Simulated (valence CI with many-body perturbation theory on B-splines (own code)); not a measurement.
# Forbidden lines of Pb³¹⁺

Calculated by relativistic CI+MBPT: five valence electrons over a frozen Dirac-Fock core [Kr] 4d10, radial functions for each j: 7 s, 7 p, 7 d, 7 f, 4 g, 2 h, with the one-electron correlation potential Σ1 (screened to all orders), the two-electron term Σ2, the three-electron term Σ3, Breit, model QED; selected single and double excitations, second order for the rest (own B-spline code, finite nucleus).

The last digits are not significant, and no measured levels were compared; by estimate large intervals hold to a few tenths of a per cent, small ones and those within an open d or f shell to about a per cent. Core correlation moves these levels by up to 6200 cm⁻¹, and in measured spectra 5 to 20 % of such shifts remained as error; rates that hang on mixing are uncertain with them. Among the levels kept, up to 760 cm⁻¹ of a level comes from second order outside the variational space, and about a tenth of that is noise between levels of different J, which matters for small intervals. Only levels of the ground parity were solved; by the run's estimate the other parity begins above the list, which can be wrong where configurations are misplaced.

Lines 51 to 100 of 120 in falling wavelength, among levels below 163770 cm⁻¹, chosen from the decays that carry over 1 % of a level's rate. Wavelengths and rates use the calculated energies. S is in atomic units (e²a₀⁴ for E2 and M2, e²a₀⁶ for E3), for M1 in squared Bohr magnetons. Weak lines are less certain than strong ones. Lines between different terms over intervals too small for the method are left out, as are lines whose strength nearly cancels. Where a level lies close to another of its J and parity, the split of strength between their lines is uncertain.

Levels are named by their leading jj configuration (3d3/2^4 stands for four electrons in 3d with j = 3/2), which in mixed levels can hold well under half, so a name can repeat and another be missing. Letters in brackets count levels of one name in rising energy.

```csv
λ vac (Å),Upper,Lower,Type,A (s⁻¹),S (a.u.)
2746,(4f5/2^3 4f7/2^2) J=11/2 [b],(4f5/2^4 4f7/2) J=11/2 [b],M1,4.87e+01,4.48e-01
2663,(4f5/2^3 4f7/2^2) J=13/2 [a],(4f5/2^4 4f7/2) J=11/2 [a],M1,7.15e+02,7.00e+00
2608,(4f5/2^3 4f7/2^2) J=11/2 [a],(4f5/2^4 4f7/2) J=11/2 [a],M1,7.70e+02,6.08e+00
2549,(4f5/2^3 4f7/2^2) J=5/2 [d],(4f5/2^3 4f7/2^2) J=5/2 [b],M1,3.80e+02,1.40e+00
2536,(4f5/2^3 4f7/2^2) J=13/2 [b],(4f5/2^4 4f7/2) J=11/2 [b],M1,3.15e+02,2.67e+00
2465,(4f5/2^3 4f7/2^2) J=17/2 [b],(4f5/2^3 4f7/2^2) J=15/2 [a],M1,7.03e+00,7.02e-02
2416,(4f5/2^4 4f7/2) J=5/2,(4f5/2^5) J=5/2,M1,1.48e+03,4.65e+00
2380,(4f5/2^3 4f7/2^2) J=5/2 [a],(4f5/2^4 4f7/2) J=3/2 [a],M1,1.74e+03,5.21e+00
2259,(4f5/2^3 4f7/2^2) J=9/2 [c],(4f5/2^4 4f7/2) J=9/2 [a],M1,5.16e+01,2.20e-01
2257,(4f5/2^4 4f7/2) J=11/2 [b],(4f5/2^3 4f7/2^2) J=9/2 [a],M1,5.11e+02,2.61e+00
2250,(4f5/2^3 4f7/2^2) J=13/2 [c],(4f5/2^3 4f7/2^2) J=15/2 [a],M1,8.11e+01,4.80e-01
2232,(4f5/2^4 4f7/2) J=3/2 [a],(4f5/2^5) J=5/2,M1,7.22e+02,1.19e+00
2209,(4f5/2^3 4f7/2^2) J=17/2 [a],(4f5/2^4 4f7/2) J=15/2,M1,1.45e+03,1.05e+01
2207,(4f5/2^3 4f7/2^2) J=13/2 [c],(4f5/2^4 4f7/2) J=11/2 [b],M1,2.71e+01,1.51e-01
2201,(4f5/2^3 4f7/2^2) J=5/2 [a],(4f5/2^4 4f7/2) J=5/2,M1,8.70e+02,2.07e+00
2176,(4f5/2^3 4f7/2^2) J=5/2 [c],(4f5/2^3 4f7/2^2) J=5/2 [a],M1,5.28e+02,1.21e+00
2158,(4f5/2^3 4f7/2^2) J=7/2 [b],(4f5/2^3 4f7/2^2) J=7/2 [a],M1,8.51e+02,2.54e+00
2133,(4f5/2^4 4f7/2) J=9/2 [b],(4f5/2^4 4f7/2) J=9/2 [a],M1,8.29e+02,2.98e+00
2100,(4f5/2^3 4f7/2^2) J=9/2 [b],(4f5/2^3 4f7/2^2) J=9/2 [a],M1,6.99e+02,2.40e+00
2088,(4f5/2^3 4f7/2^2) J=3/2 [a],(4f5/2^4 4f7/2) J=1/2,M1,2.48e+03,3.35e+00
2013,(4f5/2^3 4f7/2^2) J=11/2 [b],(4f5/2^4 4f7/2) J=9/2 [a],M1,3.90e+02,1.42e+00
1948,(4f5/2^3 4f7/2^2) J=11/2 [a],(4f5/2^3 4f7/2^2) J=9/2 [a],M1,1.29e+03,4.25e+00
1945,(4f5/2^4 4f7/2) J=9/2 [a],(4f5/2^4 4f7/2) J=7/2,M1,7.73e+01,2.11e-01
1903,(4f5/2^3 4f7/2^2) J=3/2 [a],(4f5/2^4 4f7/2) J=3/2 [a],M1,1.17e+03,1.19e+00
1819,(4f5/2^3 4f7/2^2) J=15/2 [b],(4f5/2^4 4f7/2) J=13/2,M1,6.24e+02,2.23e+00
1787,(4f5/2^3 4f7/2^2) J=3/2 [a],(4f5/2^4 4f7/2) J=5/2,M1,1.36e+02,1.15e-01
1729,(4f5/2^3 4f7/2^2) J=5/2 [a],(4f5/2^4 4f7/2) J=7/2,M1,1.84e+03,2.11e+00
1724,(4f5/2^3 4f7/2^2) J=7/2 [c],(4f5/2^3 4f7/2^2) J=7/2 [a],M1,3.51e+02,5.33e-01
1704,(4f5/2^3 4f7/2^2) J=5/2 [b],(4f5/2^4 4f7/2) J=5/2,M1,3.10e+03,3.41e+00
1699,(4f5/2^3 4f7/2^2) J=15/2 [b],(4f5/2^4 4f7/2) J=15/2,M1,1.21e+01,3.51e-02
1664,(4f5/2^3 4f7/2^2) J=11/2 [b],(4f5/2^4 4f7/2) J=13/2,M1,1.80e+02,3.69e-01
1658,(4f5/2^3 4f7/2^2) J=9/2 [c],(4f5/2^3 4f7/2^2) J=7/2 [a],M1,4.35e+02,7.36e-01
1629,(4f5/2^3 4f7/2^2) J=7/2 [b],(4f5/2^3 4f7/2^2) J=9/2 [a],M1,1.62e+03,2.08e+00
1626,(4f5/2^3 4f7/2^2) J=1/2,(4f5/2^4 4f7/2) J=1/2,M1,7.61e+02,2.43e-01
1604,(4f5/2^3 4f7/2^2) J=9/2 [c],(4f5/2^4 4f7/2) J=11/2 [a],M1,4.08e+02,6.24e-01
1589,(4f5/2^4 4f7/2) J=9/2 [b],(4f5/2^3 4f7/2^2) J=7/2 [a],M1,1.43e+03,2.13e+00
1554,(4f5/2^3 4f7/2^2) J=7/2 [a],(4f5/2^5) J=5/2,M1,5.81e+01,6.46e-02
1539,(4f5/2^4 4f7/2) J=9/2 [b],(4f5/2^4 4f7/2) J=11/2 [a],M1,1.71e+02,2.32e-01
1527,(4f5/2^3 4f7/2^2) J=3/2 [b],(4f5/2^4 4f7/2) J=1/2,M1,4.44e+01,2.35e-02
1511,(4f5/2^3 4f7/2^2) J=1/2,(4f5/2^4 4f7/2) J=3/2 [a],M1,3.26e+03,8.36e-01
1492,(4f5/2^3 4f7/2^2) J=13/2 [b],(4f5/2^4 4f7/2) J=15/2,M1,4.47e+01,7.70e-02
1476,(4f5/2^3 4f7/2^2) J=11/2 [b],(4f5/2^4 4f7/2) J=11/2 [a],M1,2.19e+02,3.13e-01
1471,(4f5/2^3 4f7/2^2) J=9/2 [b],(4f5/2^4 4f7/2) J=7/2,M1,3.44e+03,4.06e+00
1462,(4f5/2^3 4f7/2^2) J=5/2 [c],(4f5/2^3 4f7/2^2) J=7/2 [a],M1,1.27e+03,8.82e-01
1449,(4f5/2^3 4f7/2^2) J=13/2 [c],(4f5/2^4 4f7/2) J=13/2,M1,2.32e+02,3.66e-01
1449,(4f5/2^3 4f7/2^2) J=17/2 [b],(4f5/2^4 4f7/2) J=15/2,M1,2.02e+00,4.10e-03
1443,(4f5/2^3 4f7/2^2) J=7/2 [b],(4f5/2^4 4f7/2) J=5/2,M1,5.31e+01,4.73e-02
1426,(4f5/2^3 4f7/2^2) J=3/2 [b],(4f5/2^4 4f7/2) J=3/2 [a],M1,6.33e+02,2.72e-01
1413,(4f5/2^3 4f7/2^2) J=13/2 [b],(4f5/2^4 4f7/2) J=11/2 [a],M1,1.88e+02,2.75e-01
1407,(4f5/2^3 4f7/2^2) J=5/2 [b],(4f5/2^4 4f7/2) J=7/2,M1,3.64e+02,2.26e-01
```
